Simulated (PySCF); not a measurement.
Species: C₅H₂FN₃.
Cartesian coordinates in Å at the GFN2-xTB level; atoms count from 1:
```xyz
11
C5H2FN3 angstrom
N      1.1757    2.2786   -0.8788
C      0.7559    1.3276   -0.4132
C      0.2183    0.1006    0.1690
C     -0.3171    0.4005    1.4944
N     -0.7409    0.6228    2.5280
C      1.3069   -0.8596    0.3140
N      2.1545   -1.6133    0.4232
C     -0.8817   -0.5034   -0.7428
F     -1.9051    0.3779   -0.8911
H     -1.2878   -1.4157   -0.2905
H     -0.4733   -0.7134   -1.7382
```

Computed, not measured: TDDFT PBE0/def2-SVPD, vertical, gas phase, core orbitals frozen in the response (PySCF).

Kohn–Sham orbitals with the atoms that hold most of them (Löwdin shares over 4%, at most four atoms; ? is withheld):

| orbital | ε (eV) | atoms |
| --- | --- | --- |
| HOMO-3 | -11.10 | N7 21%, N5 18%, N1 16%, C6 16% |
| HOMO-2 | -11.09 | N7 20%, N1 18%, N5 17%, C6 15% |
| HOMO-1 | -10.98 | N1 25%, N5 25%, C2 20%, C4 20% |
| HOMO | ? | ? |
| LUMO | -1.50 | ? |
| LUMO+1 | -1.28 | N7 29%, C6 22%, C3 11%, C2 9% |
| LUMO+2 | -1.25 | N5 21%, N1 20%, C4 16%, C2 16% |

Task: Which atoms hold the HOMO, and with what shares?

Result: N5 (bonded to C) 16%; N1 (bonded to C) 15%; C8 (bonded to C, F and 2 H) 11%; C4 (bonded to C and N) 10%. By element: nitrogen 31% or more, carbon 22% or more.

Task: Which atoms hold the LUMO, and with what shares?

Result: N7 (bonded to C) 14%; C6 (bonded to C and N) 13%; N1 (bonded to C) 12%; N5 (bonded to C) 12%. By element: nitrogen 38%, carbon 13% or more.

Task: What is the HOMO energy, and the HOMO–LUMO gap?

Result: ε(HOMO) = -10.89 eV; the gap is 9.39 eV (0.3451 hartree).

Task: The HOMO–LUMO gap is 9.39 eV. Where does the response calculation put the lowest singlet, and from which orbitals?

Result: S1 is at 7.59 eV (f = 0.0000), 1.80 eV below the gap, made of HOMO-1→LUMO (41%), HOMO→LUMO+1 (21%), HOMO-2→LUMO+2 (13%). Its leading pair isn't HOMO and LUMO; the energies of that pair differ by 9.48 eV. Without the coupling terms of the response equations the lowest excitation would equal the gap.

Next come S2 at 7.61 eV (f 0.0002), HOMO→LUMO+2 (42%), HOMO-3→LUMO (14%), HOMO-2→LUMO+1 (12%); S3 at 7.64 eV (f 0.0001), HOMO-1→LUMO (26%), HOMO-2→LUMO (23%), HOMO→LUMO+1 (13%); S4 at 7.84 eV (f 0.0000), HOMO-3→LUMO+1 (38%), HOMO-2→LUMO+2 (31%), HOMO-1→LUMO (8%); S5 at 7.94 eV (f 0.017), HOMO→LUMO (34%), HOMO-1→LUMO+1 (22%), HOMO-3→LUMO+2 (14%).

Löwdin shares depend on the basis, the more so with diffuse functions.

One conformer stands for the species.
